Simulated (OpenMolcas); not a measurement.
**Levels of Ru2+ by method**

| Property | Result |
| --- | --- |
| Program | OpenMolcas 26.06 |
| Basis | ANO-RCC-VTZP [7s6p4d2f1g] |
| Scalar Hamiltonian | DKH2, point nucleus |
| Active space | 12 electrons in 8 orbitals (RAS1 4p, at most 2 holes; RAS2 4d) |
| State averaging | 2S+1 = 5 even, 5 roots; 2S+1 = 3 even, 45 roots; 2S+1 = 1 even, 49 roots |
| Spin-orbit coupling | state interaction with AMFI integrals over the reference wave functions, term energies averaged over their components |

Methods on the same reference wave functions:
A. RASSCF
B. SS-RASPT2, IPEA 0.25 Eh, imaginary shift 0.1 Eh (closed shells correlated: 4s)
C. MS-RASPT2, IPEA 0.25 Eh, imaginary shift 0.1 Eh (closed shells correlated: 4s)

Energies in cm⁻¹ above 4d⁶ ⁵D₄, the measured ground level; measured values from Moore, Atomic Energy Levels, vol. III, NSRDS-NBS 35 (1971 reprint of NBS Circular 467, 1958).

```
     Level      A      B      C  Measured
   4d⁶ ⁵D₄    0.0    0.0    0.0       0.0
   4d⁶ ⁵D₃   1161   1169   1166      1159
   4d⁶ ⁵D₂   1855   1859   1860      1826
   4d⁶ ⁵D₁   2301   2310   2310      2266
   4d⁶ ⁵D₀   2515   2520   2530      2476
4d⁶ ³P₂(1)  16855  16190  16140          
   4d⁶ ³H₆  18944  15890  15880          
   4d⁶ ³H₅  19237  16180  16180          
4d⁶ ³F₃(1)  19908  17990  17980          
4d⁶ ³P₁(1)  20239  19580  19460          
4d⁶ ³F₂(1)  20363  18630  18530          
4d⁶ ³P₀(1)  20921  20240  20180          
   4d⁶ ³G₅  22871  19680  19680          
   4d⁶ ³G₄  23787  20740  20730          
   4d⁶ ³G₃  24060  21040  21010          
   4d⁶ ³D₂  27266  23830  23850          
   4d⁶ ³D₁  27439  23990  24010          
   4d⁶ ³D₃  27713  24200  24190          
4d⁶ ¹G₄(1)  28410  25980  25910          
   4d⁶ ¹I₆  28922  24400  24400          
   4d⁶ ¹S₀  30515  29240  29090          
4d⁶ ¹D₂(1)  33434  30400  30350          
   4d⁶ ¹F₃  38495  33240  33230          
4d⁶ ³P₀(2)  42529  37430  37630
```

Deviations, from unrounded energies. A percentage is the sum of absolute deviations over the sum of measured energies, with the sign that they share, or ± where signs differ.

```tsv
Against measurement	Levels	A	B	C
mean absolute deviation (cm-1)	4	26	32	34
fine structure of the ground term (%)	4	+1.3	+1.7	+1.8
```

A, B lie about equally close to measurement and C furthest from it. The largest miss of A in the table is 4d⁶ ⁵D₀, by +39 cm-1. The ranking rests on the paired levels alone, and a cruder setting can come out closer through cancelling errors.

Between B and C the level of the table that moves most is 4d⁶ ³P₀(2), by 200 cm-1 (lowest in B, highest in C). Moves below CASPT2's spread within the term are not significant.

The two smallest mean deviations differ by little beside CASPT2's spread within terms, so their order carries little weight.

From A to B the spin-free energies of the other terms of 4d⁶ shown, above ⁵D, scale by factors of 0.83 to 0.96, as is usual when dynamic correlation screens the repulsion within a d or f shell.

The lowest spin-free term lies below A's lowest term by 0.407 hartree in B, 0.407 hartree in C.

Term energies are means over components that CASPT2 splits; among the terms shown or strongly mixed into the levels shown the widest spread is 2200 cm-1 (4d⁶ ¹I, C). Active for correlation alone: 4p; no level in the range computed is led by a configuration that opens it, so any true level of that kind is missing. The CASPT2 spread within a term exceeds the gap to the next term for 4d⁶ ³D and 4d⁶ ¹I, so the order of their levels is uncertain (figures for B; the like holds for C). Without dynamic correlation excited terms often stand tens of per cent too high (terms of higher spin than the ground term too low), and those without a measured partner can miss by more than the paired ones (holds for A). Measured partners are found by configuration, term and J. A level has none where our copy of the source lacks it or the pairing is in doubt (some pairs that miss far off the trend of their configuration count as doubtful), and it then counts in no deviation. Only configurations of the active space appear. Levels that lie high or do not pair safely by name in every column are left out.

A number in round brackets counts repeated terms of one configuration in the order of the reference energies.
